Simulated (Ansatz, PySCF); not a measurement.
This Ansatz (a program for electronic structure) input computes a PBE/def2-TZVPD energy:

Ansatz 0.2 input:
```yaml
crystal:
  periodic: [false, false, false]
  atoms:
    - {symbol: C, position_ang: [-1.91612097, -0.12057085, 0.27356055]}
    - {symbol: C, position_ang: [-0.53692026, -0.57462926, -0.15388333]}
    - {symbol: N, position_ang: [0.49803126, 0.49664831, 0.12723861]}
    - {symbol: C, position_ang: [1.89870170, 0.13126988, -0.26604588]}
    - {symbol: H, position_ang: [-2.23746010, 0.76926208, -0.27071531]}
    - {symbol: H, position_ang: [-2.63169911, -0.91313123, 0.05708119]}
    - {symbol: H, position_ang: [-1.96339703, 0.08041657, 1.34531925]}
    - {symbol: H, position_ang: [-0.20646674, -1.46146720, 0.38484641]}
    - {symbol: H, position_ang: [-0.47905113, -0.77633826, -1.22246904]}
    - {symbol: H, position_ang: [0.47158455, 0.72165907, 1.12453234]}
    - {symbol: H, position_ang: [2.56093868, 0.95904083, -0.02551166]}
    - {symbol: H, position_ang: [1.91518007, -0.06759052, -1.33409938]}
    - {symbol: H, position_ang: [2.18992248, -0.75814354, 0.28594099]}
    - {symbol: H, position_ang: [0.22026673, 1.35333539, -0.35738306]}
basis:
  gaussian:
    orbitals: def2-TZVPD
hamiltonian:
  xc: {name: PBE}
total_charge: 1
output: {forces: true}
```

Task: Write an input for the same energy in PySCF and say what it gives.

Result: 
```python
from pyscf import gto, scf, dft

mol = gto.M(
    atom='''
    C    -1.91612097   -0.12057085    0.27356055
    C    -0.53692026   -0.57462926   -0.15388333
    N     0.49803126    0.49664831    0.12723861
    C     1.89870170    0.13126988   -0.26604588
    H    -2.23746010    0.76926208   -0.27071531
    H    -2.63169911   -0.91313123    0.05708119
    H    -1.96339703    0.08041657    1.34531925
    H    -0.20646674   -1.46146720    0.38484641
    H    -0.47905113   -0.77633826   -1.22246904
    H     0.47158455    0.72165907    1.12453234
    H     2.56093868    0.95904083   -0.02551166
    H     1.91518007   -0.06759052   -1.33409938
    H     2.18992248   -0.75814354    0.28594099
    H     0.22026673    1.35333539   -0.35738306
    ''',
    basis='def2-tzvpd',
    charge=1,
    spin=0,
    verbose=4,
)

mf = dft.RKS(mol, xc='pbe').density_fit(auxbasis='def2-universal-jkfit')
mf.grids.level = 3
mf.conv_tol = 1e-9
mf.max_cycle = 100
mf.max_memory = 1500
mf.kernel()
if not mf.converged:
    mf = mf.newton()
    mf.kernel(mf.make_rdm1())
mf.analyze()
```
It gives -174.66925 Eh, and Ansatz -174.66908 Eh, a difference of 0.17 mEh, from the treatment of integrals and grids.

It need not be the lowest isomer of its formula.
